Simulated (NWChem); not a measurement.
## Correlation energy of diarsenic (As2)

```xyz
2

As     0.0000     0.0000     1.0456
As     0.0000     0.0000    -1.0456
```
Charge 0, spin multiplicity 1.

The numbers come from NWChem runs, not from measurements. All single points use one geometry, from PBE0/def2-SVP, a minimum by its harmonic frequencies.

Basis set: def2-TZVP. Each correlation energy counts from its own Hartree-Fock reference.

The Hamiltonian is non-relativistic. The correlated methods keep 18 core orbitals frozen. Coupled-cluster values serve here as a point of comparison, not as the truth.

| method | correlation energy (mHa) |
|---|---|
| CCSD | ? |
| CCSD(T) | -530.7 |
| CR-CCSD(T) | -523.6 |
| SCS-MP2 | -473.6 |
| CR-CCSD[T] | -524.7 |
| MP2 | ? |
| CCSD+T(CCSD) | ? |

Task: Some entries are withheld; supply them.

Result: 
- CCSD, correlation energy (mHa): -503.3
- MP2, correlation energy (mHa): -510.9
- CCSD+T(CCSD), correlation energy (mHa): -532.1
